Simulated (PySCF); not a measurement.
C₅H₁₂Si (SMILES C=C[Si](C)(C)C), singlet, at a GFN2-xTB geometry. Base run: MP2/3-21G (PySCF).

Here is a job for PySCF.
```python
from pyscf import gto, scf, mp

mol = gto.M(
    atom='''
C     2.09969304   -0.88807633    1.07024251
C     1.47938131    0.16669378    0.56540590
Si   -0.27822790    0.14471539   -0.14823312
C    -0.70932913    1.91047222   -0.72535719
C    -1.51414155   -0.41817328    1.19381653
C    -0.35896631   -1.05961472   -1.62774492
H     3.10234198   -0.84227493    1.46909345
H     1.62846602   -1.85714423    1.10860404
H     2.01189694    1.11072167    0.55795147
H    -1.70950775    1.95608508   -1.14523564
H    -0.01891182    2.25685325   -1.48854468
H    -0.66873842    2.61671776    0.09848447
H    -1.50559261    0.25399108    2.04664380
H    -2.52948007   -0.44910483    0.80955198
H    -1.27089795   -1.41123062    1.55889485
H     0.32384535   -0.76219016   -2.41800042
H    -0.09054437   -2.06777118   -1.32728167
H    -1.35751067   -1.09847816   -2.05307519
''',
    basis='3-21g',
    verbose=4,
)

mf = scf.RHF(mol)
mf.kernel()

pt = mp.MP2(mf)
pt.kernel()
print('E(MP2) = %.10f' % pt.e_tot)
```

The base run was repeated with changes; each row names its change, and settings that it needs were set with it.

| change | ΔE vs base (kcal/mol) | MP2 correlation (Eh) | basis functions | core-seconds (rough) |
|---|---|---|---|---|
| base | 0.000 | -0.51789 | 82 | 1 |
| method = ccsd(t) | ___ | -0.51789 | 82 | 50 |
| cart = on | 0.000 | -0.51789 | 82 | 1 |
| method = ccsd | -43.86 | -0.51789 | 82 | 20 |
| method = cisd | 19.55 | - | 82 | 10 |
| frozen = 10 | 9.43 | -0.50287 | 82 | 1 |
| density fitting = JK and correlation | 0.199 | -0.51763 | 82 | 0.8 |
| frozen = 11 | ___ | ___ | 82 | 0.9 |
| frozen = 9 | 8.89 | -0.50372 | 82 | 1 |

Question: What belongs in the gaps?

Answer: 
- method = ccsd(t), ΔE vs base (kcal/mol): -53.58
- frozen = 11, ΔE vs base (kcal/mol): 32.59
- frozen = 11, MP2 correlation (Eh): -0.46595
